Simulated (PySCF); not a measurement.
PySCF 2.14 output of an unrestricted r2SCAN calculation on a single atom or ion in aug-cc-pVTZ-PP with ECP28MDF, with a scalar-relativistic core potential:

```
SCF conv_tol = 1e-09
number electrons alpha = 9  beta = 8
    J. W. Furness, A. D. Kaplan, J. Ning, J. P. Perdew, and J. Sun.,  J. Phys. Chem. Lett. 11, 8208-8215 (2020)
    J. W. Furness, A. D. Kaplan, J. Ning, J. P. Perdew, and J. Sun.,  J. Phys. Chem. Lett. 11, 9248-9248 (2020)
    J. W. Furness, A. D. Kaplan, J. Ning, J. P. Perdew, and J. Sun.,  J. Phys. Chem. Lett. 11, 8208-8215 (2020)
    J. W. Furness, A. D. Kaplan, J. Ning, J. P. Perdew, and J. Sun.,  J. Phys. Chem. Lett. 11, 9248-9248 (2020)
cycle= 1 E= -127.161710576132  delta_E= -0.0064  |g|= 0.0521  |ddm|= 0.139
cycle= 2 E= -127.161414166932  delta_E= 0.000296  |g|= 0.0676  |ddm|= 0.0608
cycle= 3 E= -127.162604302016  delta_E= -0.00119  |g|= 0.00426  |ddm|= 0.031
cycle= 4 E= -127.162618616539  delta_E= -1.43e-05  |g|= 0.00151  |ddm|= 0.0069
cycle= 5 E= -127.162624346505  delta_E= -5.73e-06  |g|= 0.00055  |ddm|= 0.00732
cycle= 6 E= -127.162624615188  delta_E= -2.69e-07  |g|= 8.79e-05  |ddm|= 0.00165
cycle= 7 E= -127.162624617625  delta_E= -2.44e-09  |g|= 2.09e-06  |ddm|= 5.71e-05
cycle= 8 E= -127.162624617629  delta_E= -3.48e-12  |g|= 1.68e-07  |ddm|= 3.49e-06
converged SCF energy = -127.162624617629  <S^2> = 0.76379083  2S+1 = 2.0137436
```

The run itself started from symmetry-adapted Hartree-Fock orbitals and held the occupation by maximum overlap, on a logarithmic radial grid, so the iterations belong to that start.

**Question.** Which element, charge and spin multiplicity is this?

**Answer.** Pd⁺ (palladium, charge +1), multiplicity 2; the state was [Kr] 4d9, 2D determinant.

Energies and moments cover only the electrons outside the core potential.
